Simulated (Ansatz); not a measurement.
Reading a saddle point

A first-order saddle point of SiPH$_{7}$SO, singlet, PBE0-D4/def2-TZVP, with one imaginary mode of 923i cm⁻¹:

```
11
angstrom
Si -0.9660 0.0153 0.0216
S 0.7140 -2.1264 0.5566
H -1.3985 -0.9220 -1.0364
H -1.2701 -0.1955 1.4457
O -1.7698 1.4437 -0.2880
H 1.7912 -0.5062 0.6483
P 1.2331 0.6035 -0.1940
H 0.5322 -1.9623 1.8762
H -2.0501 1.5998 -1.1907
H 1.5631 1.9795 -0.4040
H 1.6207 0.0705 -1.4351
```

Ansatz 0.2.0; basis: def2-TZVPP and def2-QZVPP; cores frozen in the correlated methods. Extrapolation: Hartree–Fock as exp(−7.88 √X), correlation as X^−2.97.

**Question.** Which contacts change along the imaginary mode, and what lies on either side? (A judgement: the text doesn't fix the answer.)

**Answer.** By the calculation: The step is SiH₄SO ([OH][SiH2][SH]) + PH₃ → SiPH₅O ([OH][SiH2][PH2]) + H₂S, with the molecules in contact on both sides. Shortening one way: Si1–P7, S2–H6; lengthening the same way: Si1–S2, H6–P7.
```tsv
pair	one side (Å)	saddle (Å)	other side (Å)
Si1–P7	3.82	2.29	2.26
S2–H6	5.32	1.95	1.34
Si1–S2	2.13	2.77	3.81
H6–P7	1.42	1.50	3.04
```

**Question.** Which side is lower, and how far does the saddle lie above each? (To be estimated.)

**Answer.** By the calculation: The side with Si1–S2, H6–P7 short is lower by 12.27 kcal/mol; the saddle lies 47.03 kcal/mol above it and 34.76 kcal/mol above the other (CCSD(T) at an estimated basis limit (MP2 extrapolated from triple and quadruple zeta, plus CCSD(T) − MP2 in triple zeta); electronic energies).

T1 diagnostic: at most 0.016.

Labels in which every atom is bracketed show which atoms are joined, not bond orders.

For scale, one of the runs: CCSD(T)/def2-TZVPP, 255 basis functions, launched by `ansatz run in.yaml --threads 4 --pin off --events-out ev --progress --plain --max-ram 9574MiB`. Time: 110 s of wall clock on 4 CPU threads of an Arm Neoverse V2; the host was shared. Peak host memory: 5.2 GiB.
